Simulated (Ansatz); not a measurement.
A made-up structure of Si2H3OF, singlet:

F1  (1.021, -0.463, -0.217)
Si2  (-0.594, -0.873, -0.215)
O3  (-1.002, -1.921, 0.909)
Si4  (0.349, 1.052, 0.212)
H5  (-1.103, -1.423, -1.488)
H6  (0.719, 1.503, 1.575)
H7  (0.610, 2.126, -0.777)
(Å)

It is relaxed with PBE-D4/def2-SVP and then PBE0-D4/def2-TZVP (Ansatz 0.2.0). Atoms count as bonded within 1.22 times the sum of their covalent radii (H–H: 0.88 Å). The end point is not checked to be a true minimum.

Problem. Does its bonding change? (Judge from chemistry; the calculation decides.)

Solution. By the calculation: Yes. Formed: none; broken: F1–Si2.

Where it ends: The first stage lowers the energy by 2.03 eV in 31 steps. It ends as Si₂H₃OF ([O][SiH][SiH2][F]):
F1  (1.874, 0.589, -0.845)
Si2  (-0.871, -1.037, -0.146)
O3  (-2.145, -1.088, 0.684)
Si4  (0.616, 0.774, 0.131)
H5  (-0.499, -2.086, -1.144)
H6  (1.099, 0.808, 1.532)
H7  (-0.074, 2.040, -0.213)
(Å)

Labels in which every atom is bracketed show which atoms are joined, not bond orders.

For scale, one of the runs: PBE0-D4/def2-TZVP relaxation, 154 basis functions, launched by `ansatz run in.yaml --threads 2 --pin off --events-out ev --progress --plain --max-ram 4352MiB`. The run took about 20 s on 2 CPU threads of an Arm Neoverse V1 (shared host).
